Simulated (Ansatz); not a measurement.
Reaction (SMILES): CCCC[C@H](C)Cl -> CCC[CH][C@H](C)Cl + H atom (the C-H bond at the site shown breaks; other sites are not compared here)
Structures are relaxed separately at B3LYP-D3(BJ)/def2-TZVP in Ansatz (a quantum-chemistry and plane-wave program), one conformer each, not searched for the lowest.

Property: bond dissociation energy (electronic energy difference), in eV. Correlated levels leave the core frozen unless marked. UHF or UKS for open shells. No spin-orbit coupling. Non-relativistic. Basis-set limits of correlation are two-point, X^-3; Hartree-Fock from the larger set. The bracket is a focal-point correction in the basis named.

RI-MP2/CBS(cc-pV(T+d)Z,cc-pV(Q+d)Z)+[CCSD(T)-MP2]/cc-pV(T+d)Z (Ansatz) gives 4.62 eV.

Q: Another calculation gave 4.34 eV. Which level was it?
A) wB97X-V/def2-TZVPD (Ansatz)
B) B3LYP/def2-TZVPD (Ansatz)
C) BLYP/def2-TZVPD (Ansatz)
D) SVWN5/def2-TZVPD (Ansatz)

A: B, B3LYP/def2-TZVPD (Ansatz). The others give 4.53 (wB97X-V), 4.20 (BLYP), 4.79 (SVWN5) eV.
